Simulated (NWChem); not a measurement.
System: C$_{3}$H$_{3}$N$_{2}$ anion

Input file for NWChem:

```
start job
memory heap 200 mb stack 900 mb global 1100 mb
charge -1
geometry units angstroms
  C      0.000000     0.000000    -1.171329
  C      0.000000     1.097296    -0.288807
  N      0.000000     0.677649     0.992577
  N      0.000000    -0.677649     0.992577
  C      0.000000    -1.097296    -0.288807
  H      0.000000     0.000000    -2.262022
  H      0.000000     2.164649    -0.524421
  H      0.000000    -2.164649    -0.524421
end
basis spherical
  C library 6-31g*
  N library 6-31g*
  H library 6-31g*
end
dft
  xc hfexch
  iterations 150
end
driver
  maxiter 120
end
task dft optimize
```

Parts of the log:

```
             Northwest Computational Chemistry Package (NWChem) 7.3.0
             --------------------------------------------------------

 C2V symmetry detected

                             Geometry "geometry" -> ""
                             -------------------------

 Output coordinates in angstroms (scale by  1.889725989 to convert to a.u.)

  No.       Tag          Charge          X              Y              Z
 ---- ---------------- ---------- -------------- -------------- --------------
    1 C                    6.0000     0.00000000     0.00000000    -1.17394489
    2 C                    6.0000     0.00000000     1.09729600    -0.29142289
    3 N                    7.0000     0.00000000     0.67764900     0.98996111
    4 N                    7.0000     0.00000000    -0.67764900     0.98996111
    5 C                    6.0000     0.00000000    -1.09729600    -0.29142289
    6 H                    1.0000     0.00000000     0.00000000    -2.26463789
    7 H                    1.0000     0.00000000     2.16464900    -0.52703689
    8 H                    1.0000     0.00000000    -2.16464900    -0.52703689

 Effective nuclear repulsion energy (a.u.)     152.5497031122

      Symmetry information
      --------------------

 Group name             C2v
 Group number             16
 Group order               4
 No. of unique centers     5

                                Z-matrix (autoz)
                                --------

 Units are Angstrom for bonds and degrees for angles

      Type          Name      I     J     K     L     M      Value
      ----------- --------  ----- ----- ----- ----- ----- ----------
    1 Stretch                  1     2                       1.40816
    2 Stretch                  1     5                       1.40816
    3 Stretch                  1     6                       1.09069
    4 Stretch                  2     3                       1.34835
    5 Stretch                  2     7                       1.09305
    6 Stretch                  3     4                       1.35530
    7 Stretch                  4     5                       1.34835
    8 Stretch                  5     8                       1.09305
    9 Bend                     1     2     3               110.67530
   10 Bend                     1     2     7               128.74315
   11 Bend                     1     5     4               110.67530
   12 Bend                     1     5     8               128.74315
   13 Bend                     2     1     5               102.38266
   14 Bend                     2     1     6               128.80867
   15 Bend                     2     3     4               108.13337
   16 Bend                     3     2     7               120.58156
   17 Bend                     3     4     5               108.13337
   18 Bend                     4     5     8               120.58156
   19 Bend                     5     1     6               128.80867
   20 Torsion                  1     2     3     4           0.00000
   21 Torsion                  1     5     4     3           0.00000
   22 Torsion                  2     1     5     4          -0.00000
   23 Torsion                  2     1     5     8         180.00000
   24 Torsion                  2     3     4     5           0.00000
   25 Torsion                  3     2     1     5           0.00000
   26 Torsion                  3     2     1     6         180.00000
   27 Torsion                  3     4     5     8         180.00000
   28 Torsion                  4     3     2     7         180.00000
   29 Torsion                  4     5     1     6         180.00000
   30 Torsion                  5     1     2     7         180.00000
   31 Torsion                  6     1     2     7           0.00000
   32 Torsion                  6     1     5     8           0.00000

  xc_inp: hfexch multiplicative factor not found.

                           NWChem Geometry Optimization
                           ----------------------------

 maximum gradient threshold         (gmax) =   0.000450
 rms gradient threshold             (grms) =   0.000300
 maximum cartesian step threshold   (xmax) =   0.001800
 rms cartesian step threshold       (xrms) =   0.001200
 fixed trust radius                (trust) =   0.300000
 source of zmatrix                         =   autoz

          -------------------
          Energy Minimization
          -------------------

 Using diagonal initial Hessian
 Scaling for Hessian diagonals: bonds = 1.00  angles = 0.25  torsions = 0.10

          --------
          Step   0

                                 NWChem DFT Module
                                 -----------------

 Summary of "ao basis" -> "ao basis" (spherical)
 ------------------------------------------------------------------------------
       Tag                 Description            Shells   Functions and Types
 ---------------- ------------------------------  ------  ---------------------
 C                           6-31g*                  6       14   3s2p1d
 N                           6-31g*                  6       14   3s2p1d
 H                           6-31g*                  2        2   2s

      Symmetry analysis of basis
      --------------------------

        a1         31
        a2          9
        b1         11
        b2         25

            General Information
            -------------------
          SCF calculation type: DFT
          Wavefunction type:  closed shell.
          No. of atoms     :     8
          No. of electrons :    36
           Alpha electrons :    18
            Beta electrons :    18
          Charge           :    -1
          Spin multiplicity:     1
          Use of symmetry is: on ; symmetry adaption is: on
          Maximum number of iterations: 150
          AO basis - number of functions:    76
                     number of shells:    36
          Convergence on energy requested:  1.00D-06
          Convergence on density requested:  1.00D-05
          Convergence on gradient requested:  5.00D-04

              XC Information
              --------------
                     Hartree-Fock (Exact) Exchange  1.000

      Superposition of Atomic Density Guess
      -------------------------------------

 Sum of atomic energies:        -223.06293655

 Renormalizing density from      35.00 to     36

      Non-variational initial energy
      ------------------------------

 Total energy =    -230.142455
 1-e energy   =    -620.532628
 2-e energy   =     237.840470
 HOMO         =       0.070746
 LUMO         =       0.392240

      Symmetry analysis of molecular orbitals - initial
      -------------------------------------------------

  Numbering of irreducible representations:

     1 a1          2 a2          3 b1          4 b2

  Orbital symmetries:

     1 a1          2 b2          3 a1          4 a1          5 b2
     6 a1          7 a1          8 b2          9 a1         10 b2
    11 a1         12 b1         13 a1         14 b2         15 a1
    16 b2         17 b1         18 a2         19 a2         20 b1
    21 a1         22 a1         23 b2         24 b2         25 a1
    26 b2         27 a1         28 b2

[...]

      ----------------------
      Optimization converged
      ----------------------

  Step       Energy      Delta E   Gmax     Grms     Xrms     Xmax
  ---- ---------------- -------- -------- -------- -------- --------
@    3    -224.19277336 -8.4D-07  0.00016  0.00006  0.00064  0.00144
                                     ok       ok       ok       ok

                                Z-matrix (autoz)
                                --------

 Units are Angstrom for bonds and degrees for angles

      Type          Name      I     J     K     L     M      Value     Gradient
      ----------- --------  ----- ----- ----- ----- ----- ---------- ----------
    1 Stretch                  1     2                       1.39339   -0.00000
    2 Stretch                  1     5                       1.39339   -0.00000
    3 Stretch                  1     6                       1.07490   -0.00009
    4 Stretch                  2     3                       1.32517    0.00016
    5 Stretch                  2     7                       1.07817   -0.00012
    6 Stretch                  3     4                       1.33688   -0.00003
    7 Stretch                  4     5                       1.32517    0.00016
    8 Stretch                  5     8                       1.07817   -0.00012
    9 Bend                     1     2     3               110.97776    0.00004
   10 Bend                     1     2     7               128.51216   -0.00000
   11 Bend                     1     5     4               110.97776    0.00004
   12 Bend                     1     5     8               128.51216   -0.00000
   13 Bend                     2     1     5               101.76205   -0.00002
   14 Bend                     2     1     6               129.11898    0.00001
   15 Bend                     2     3     4               108.14121   -0.00003
   16 Bend                     3     2     7               120.51008   -0.00004
   17 Bend                     3     4     5               108.14121   -0.00003
   18 Bend                     4     5     8               120.51008   -0.00004
   19 Bend                     5     1     6               129.11898    0.00001
   20 Torsion                  1     2     3     4           0.00000   -0.00000
   21 Torsion                  1     5     4     3           0.00000    0.00000
   22 Torsion                  2     1     5     4          -0.00000   -0.00000
   23 Torsion                  2     1     5     8         180.00000    0.00000
   24 Torsion                  2     3     4     5           0.00000   -0.00000
   25 Torsion                  3     2     1     5           0.00000    0.00000
   26 Torsion                  3     2     1     6         180.00000    0.00000
   27 Torsion                  3     4     5     8         180.00000   -0.00000
   28 Torsion                  4     3     2     7         180.00000    0.00000
   29 Torsion                  4     5     1     6         180.00000   -0.00000
   30 Torsion                  5     1     2     7         180.00000    0.00000
   31 Torsion                  6     1     2     7           0.00000    0.00000
   32 Torsion                  6     1     5     8           0.00000    0.00000

                         Geometry "geometry" -> "geometry"
                         ---------------------------------

 Output coordinates in angstroms (scale by  1.889725989 to convert to a.u.)

  No.       Tag          Charge          X              Y              Z
 ---- ---------------- ---------- -------------- -------------- --------------
    1 C                    6.0000     0.00000000     0.00000000    -1.16902535
    2 C                    6.0000     0.00000000     1.08104671    -0.28988787
    3 N                    7.0000     0.00000000     0.66844122     0.96941209
    4 N                    7.0000     0.00000000    -0.66844122     0.96941209
    5 C                    6.0000     0.00000000    -1.08104671    -0.28988787
    6 H                    1.0000     0.00000000     0.00000000    -2.24392913
    7 H                    1.0000     0.00000000     2.13419185    -0.52083703
    8 H                    1.0000     0.00000000    -2.13419185    -0.52083703

 Effective nuclear repulsion energy (a.u.)     154.7046077043

      Symmetry information
      --------------------

 Group name             C2v
 Group number             16
 Group order               4
 No. of unique centers     5

                Final and change from initial internal coordinates
                --------------------------------------------------

                                Z-matrix (autoz)
                                --------

 Units are Angstrom for bonds and degrees for angles

      Type          Name      I     J     K     L     M      Value       Change
      ----------- --------  ----- ----- ----- ----- ----- ---------- ----------
    1 Stretch                  1     2                       1.39339   -0.01476
    2 Stretch                  1     5                       1.39339   -0.01476
    3 Stretch                  1     6                       1.07490   -0.01579
    4 Stretch                  2     3                       1.32517   -0.02318
    5 Stretch                  2     7                       1.07817   -0.01488
    6 Stretch                  3     4                       1.33688   -0.01842
    7 Stretch                  4     5                       1.32517   -0.02318
    8 Stretch                  5     8                       1.07817   -0.01488
    9 Bend                     1     2     3               110.97776    0.30246
   10 Bend                     1     2     7               128.51216   -0.23099
   11 Bend                     1     5     4               110.97776    0.30246
   12 Bend                     1     5     8               128.51216   -0.23099
   13 Bend                     2     1     5               101.76205   -0.62062
   14 Bend                     2     1     6               129.11898    0.31031
   15 Bend                     2     3     4               108.14121    0.00784
   16 Bend                     3     2     7               120.51008   -0.07147
   17 Bend                     3     4     5               108.14121    0.00784
   18 Bend                     4     5     8               120.51008   -0.07147
   19 Bend                     5     1     6               129.11898    0.31031
   20 Torsion                  1     2     3     4           0.00000    0.00000
   21 Torsion                  1     5     4     3           0.00000    0.00000
   22 Torsion                  2     1     5     4          -0.00000    0.00000
   23 Torsion                  2     1     5     8         180.00000    0.00000
   24 Torsion                  2     3     4     5           0.00000    0.00000
   25 Torsion                  3     2     1     5           0.00000    0.00000
   26 Torsion                  3     2     1     6         180.00000    0.00000
   27 Torsion                  3     4     5     8         180.00000    0.00000
   28 Torsion                  4     3     2     7         180.00000    0.00000
   29 Torsion                  4     5     1     6         180.00000    0.00000
   30 Torsion                  5     1     2     7         180.00000    0.00000
   31 Torsion                  6     1     2     7           0.00000    0.00000
   32 Torsion                  6     1     5     8           0.00000    0.00000

 ==============================================================================
                                internuclear distances
 ------------------------------------------------------------------------------
       center one      |      center two      | atomic units |  angstroms
 ------------------------------------------------------------------------------
    2 C                |   1 C                |     2.63313  |     1.39339
    3 N                |   2 C                |     2.50421  |     1.32517
    4 N                |   3 N                |     2.52634  |     1.33688
    5 C                |   1 C                |     2.63313  |     1.39339
    5 C                |   4 N                |     2.50421  |     1.32517
    6 H                |   1 C                |     2.03127  |     1.07490
    7 H                |   2 C                |     2.03745  |     1.07817
    8 H                |   5 C                |     2.03745  |     1.07817
 ------------------------------------------------------------------------------
                         number of included internuclear distances:          8
 ==============================================================================
```

Level: Hartree-Fock/6-31G* (spherical d). Sets without diffuse functions describe the anion's extra electron poorly.
